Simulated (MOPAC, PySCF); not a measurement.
C₄H₅N, SMILES `[C-]#[N+]CC=C` (N–C–C–C torsion 127°), neutral singlet in the gas phase. 

Cartesian coordinates (Å):
```xyz
10

C      1.4984    -1.1804    -2.2572
N      1.2345    -0.6105    -1.2763
C      0.8889     0.0655    -0.0786
C     -0.4780    -0.3143     0.4012
C     -1.4232     0.5694     0.6745
H      0.9482     1.1426    -0.2525
H      1.6415    -0.1897     0.6749
H     -0.6552    -1.3783     0.5304
H     -2.3939     0.2618     1.0439
H     -1.2613     1.6341     0.5397
```
Charge 0, multiplicity 1.

All levels are single points at this geometry (PBE0-D4/def2-TZVP); Pople sets use spherical d functions. Orbital energies aren't observables, and empty levels follow the basis.

```
level                       HOMO (eV)  LUMO (eV)  gap (eV)  dipole (D)  vertical IE, Delta-SCF (eV)
--------------------------  ---------  ---------  --------  ----------  ---------------------------
PBE0-D4/def2-TZVP in PySCF      -8.27      -0.43      7.84        3.92                            –
B3LYP/6-311+G** in PySCF        -8.06      -0.77      7.29        3.94                            –
M06-2X/6-31G* in PySCF          -9.24       1.06     10.30        3.66                            –
PBE/6-31G* in PySCF             -6.47      -1.01      5.46        3.79                            –
HF/STO-3G in PySCF              -9.23       7.92     17.16        3.01                            –
AM1 in MOPAC                   -10.75       0.74     11.49        3.06                            –
```
